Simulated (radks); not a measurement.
The numbers below are computed, except where a source is named.
Question: The mean radii <r> (bohr) of the occupied orbitals of an atom or ion are listed with their occupations. Code: a radial shooting solver on a logarithmic mesh with Libxc functionals. Model: non-relativistic Kohn-Sham, LDA (Slater exchange, Perdew-Wang correlation), spin-polarised, spherical densities, point nucleus.

orbital  occ.    <r>
1s up       1  1.581

Name the element and its charge. Open shells, if any, are filled with parallel spins first.

Answer: Z = 1, hydrogen, charge 0: H in 1s1. The 1s radius gives Z: for a bare nucleus <r> = 1.5/Z, 1.5 bohr for Z = 1, and the self-interaction of the functional makes it slightly larger (1.581 here). The occupations add up to 1, and the charge is Z minus that.
